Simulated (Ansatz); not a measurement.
Input and output for `[CH2]1[S][GaH]1`.

```yaml
crystal:
  periodic: [false, false, false]
  atoms:
    - {symbol: C, position_ang: [-0.383225, -0.010140, -0.732548]}
    - {symbol: S, position_ang: [0.604390, -1.507940, -0.153952]}
    - {symbol: Ga, position_ang: [0.393566, 0.306628, 1.006796]}
    - {symbol: H, position_ang: [-1.444860, -0.214627, -0.832010]}
    - {symbol: H, position_ang: [0.037106, 0.459486, -1.616600]}
    - {symbol: H, position_ang: [0.793023, 0.966593, 2.328315]}
basis:
  gaussian: {orbitals: def2-TZVPD}
hamiltonian: {xc: {name: wPBEh}}
output: {forces: true}
```

```sh
$ ansatz run in.yaml --threads 2 --pin off --events-out ev --progress --plain --max-ram 4352MiB
```

It prints (some lines left out):

```
Functional definition: wPBEh
1066 factors; their error is unknown
120 factors; integrals over basis functions are off by at most 2.7e-6 eV
mean field evaluation 1: about -64280.4244 eV, gradient 5.8e1 eV
mean field evaluation 2: about -64263.6719 eV, gradient 9.3e1 eV
mean field evaluation 4: about -64287.7392 eV, gradient 5.7e0 eV
mean field evaluation 8: about -64287.8411 eV, gradient 1.4e-1 eV
mean field evaluation 16: about -64288.0309 eV, gradient 1.1e-4 eV
mean field -64288.03089707 eV, -2362.5415594750 hartree, gradient 3.3e-5 eV, S^2 0.000000; 0 other end points of the search recorded, 0 dependent functions left out
reference -64288.03094771 eV, -2362.5415613359 hartree; 28, 28 occupied and 136, 136 virtual orbitals, 1066 factors
Total energy: -64288.03094771 eV, -2362.5415613359 hartree
Atom 0 at    -0.383225    -0.010140    -0.732548 Å, force    -0.016537     0.005808    -0.026156 eV/Å
Atom 1 at     0.604390    -1.507940    -0.153952 Å, force     0.013221    -0.031469    -0.002182 eV/Å
Atom 2 at     0.393566     0.306628     1.006796 Å, force    -0.006700     0.033422     0.016191 eV/Å
Atom 3 at    -1.444860    -0.214627    -0.832010 Å, force     0.010746     0.004631     0.004913 eV/Å
Atom 4 at     0.037106     0.459486    -1.616600 Å, force    -0.003003    -0.001715     0.012142 eV/Å
Atom 5 at     0.793023     0.966593     2.328315 Å, force     0.002273    -0.010677    -0.004908 eV/Å
Dipole moment:    -0.104928     0.479153     0.213460 e Å
```

Run time 3.9 s (2 threads of an Arm Neoverse V2 on a shared host); peak host memory 0.4 GiB.
